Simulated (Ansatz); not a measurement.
Species: H$_{4}$SiNO, charge 0, doublet. H4SiNO (SMILES N[SiH]O, doublet).
B3LYP-D3(BJ)/def2-TZVP minimum from Ansatz (an electronic-structure program):
```xyz
7

Si    -0.4699    -0.2528     0.0098
N      0.9553    -0.6387    -0.8644
O     -0.1364     1.1599     0.8202
H     -0.6785    -1.4151     0.9331
H      1.1669    -1.5928    -1.1105
H      1.3851     0.0193    -1.4955
H     -0.8909     1.7184     1.0251
```
Charge 0, spin multiplicity 2.

Total energies in hartree (Ansatz). UHF or UKS for unpaired electrons; spin-orbit terms are left out. Correlated methods leave the cores frozen. No relativity. Where a partner has so few electrons that a lower coupled-cluster level is exact, that level stands in.

```tsv
species	HF/cc-pV(T+d)Z	CCSD(T)/cc-pV(T+d)Z	HF/cc-pV(Q+d)Z	CCSD(T)/cc-pV(Q+d)Z	CCSD(T)/cc-pV(D+d)Z	CCSDT(Q)/cc-pV(D+d)Z
1: H4SiNO (SMILES N[SiH]O, doublet)	-420.68152	-421.28623	-420.69739	-421.34253	-421.09248	-421.09448
2: Si (triplet)	-288.85649	-288.93344	-288.85845	-288.93781	-288.91643	-288.91690
3: N (quartet)	-54.40069	-54.51471	-54.40372	-54.52482	-54.47850	-54.47866
4: O (triplet)	-74.81176	-74.97396	-74.81729	-74.99357	-74.90995	-74.91013
5: H (doublet)	-0.49981	-0.49981	-0.49995	-0.49995	-0.49928	-0.49928
```

Work out the atomisation energy (electronic, to ground-state atoms) in kcal/mol: take Hartree-Fock from cc-pV(Q+d)Z, extrapolate the CCSD(T) correlation energy as X^-3 (X = 3, 4), and add CCSDT(Q) - CCSD(T) in cc-pV(D+d)Z. 1 hartree = 627.51 kcal/mol.


Species 1: correlation (64·(-0.64514) - 27·(-0.60471))/37 = -0.67464; step -0.00200; E1 = -420.69739 + (-0.67464) + (-0.00200) = -421.37403
Species 2: correlation (64·(-0.07936) - 27·(-0.07695))/37 = -0.08112; step -0.00047; E2 = -288.85845 + (-0.08112) + (-0.00047) = -288.94004
Species 3: correlation (64·(-0.12110) - 27·(-0.11402))/37 = -0.12627; step -0.00016; E3 = -54.40372 + (-0.12627) + (-0.00016) = -54.53015
Species 4: correlation (64·(-0.17628) - 27·(-0.16220))/37 = -0.18655; step -0.00018; E4 = -74.81729 + (-0.18655) + (-0.00018) = -75.00402
Species 5: correlation (64·(0.00000) - 27·(0.00000))/37 = 0.00000; step +0.00000; E5 = -0.49995 + (0.00000) + (+0.00000) = -0.49995
-1·E1 +1·E2 +1·E3 +1·E4 +4·E5 = 0.90002 hartree = 564.8 kcal/mol.
